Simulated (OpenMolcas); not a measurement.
Pr2+.

- Program: OpenMolcas 26.06
- Basis: ANO-RCC-VDZP [7s6p4d2f1g]
- Scalar Hamiltonian: DKH2, point nucleus
- Active space: 3 electrons in 7 orbitals (4f)
- State averaging: 2S+1 = 4 odd, 35 roots; 2S+1 = 2 odd, 112 roots (96 in the spin-orbit step)
- Spin-orbit coupling: state interaction with AMFI integrals over the reference wave functions, term energies averaged over their components

Two sets of levels on these reference wave functions, in cm-1 above 4f3 4I* 9/2: one from CASSCF and one from MS-CASPT2, IPEA 0.25 Eh, imaginary shift 0.1 Eh (closed shells correlated: 5s 5p).

```tsv
Level	Set 1	Set 2
4f3 4I* 9/2	0.0	0.0
4f3 4I* 11/2	1501	1457
4f3 4I* 13/2	3120	3060
4f3 4I* 15/2	4810	4760
4f3 4F* 3/2	11230	13510
4f3 2H* 9/2(1)	10640	13560
4f3 4F* 5/2	12040	14290
4f3 4S* 3/2	13080	15010
4f3 4F* 7/2	12750	15060
4f3 4F* 9/2	13540	15910
4f3 2H* 11/2(1)	13030	15980
4f3 2G* 7/2	15420	18580
4f3 2K* 13/2	17770	20420
4f3 4G* 5/2	17850	20550
4f3 2G* 9/2 [71 %]	17580	20640
4f3 4G* 7/2	18950	21650
```

Q: Which set is which?

A: Set 1 is MS-CASPT2. Its levels of the other terms of 4f3 lie at 0.78 to 0.88 of the other set's values, as expected, since terms of lower spin or lower L gain more correlation energy than the Hund ground term. Against 13 measured levels (Martin, Zalubas and Hagan, Atomic Energy Levels: The Rare-Earth Elements, NSRDS-NBS 60 (1978); the list in Maison, Palmeri and Quinet, J. Phys. B 58, 015001 (2025)) the mean absolute deviation is 1600 cm-1 with it and 3500 cm-1 without; single levels miss by up to 3700 cm-1 with it.

CASPT2 does not keep the components of a term degenerate, so their means are used; among the terms shown or strongly mixed into the levels shown the widest spread is 1200 cm-1 (4f3 4I*, MS-CASPT2). High states are left out of the spin-orbit mixing, which shifts the levels that they would mix with. Some levels mix across a computed gap that differs much from the measured one, so their mixing is not that of the real levels. Without dynamic correlation excited terms often stand tens of per cent too high (terms of higher spin than the ground term too low), and those without a measured partner can miss by more than the paired ones (holds for CASSCF). Blocks of more than 70 roots (2S+1 = 2 odd) ran without multistate coupling (holds for MS-CASPT2). Some terms miss by over 15 % even with CASPT2, which points to a basis or an active space too small for the shells correlated (holds for MS-CASPT2). Measured partners are found by configuration, term and J. A level has none where our copy of the source lacks it or the pairing is in doubt (some pairs that miss far off the trend of their configuration count as doubtful), and it then counts in no deviation. Only configurations of the active space appear. The table leaves out levels that lie high or whose names do not pair safely across all columns.

A share in square brackets marks a mixed level and gives the weight of the term that names it, the lowest over the columns. A number in round brackets counts repeated terms of one configuration in the order of the reference energies. * marks odd parity.
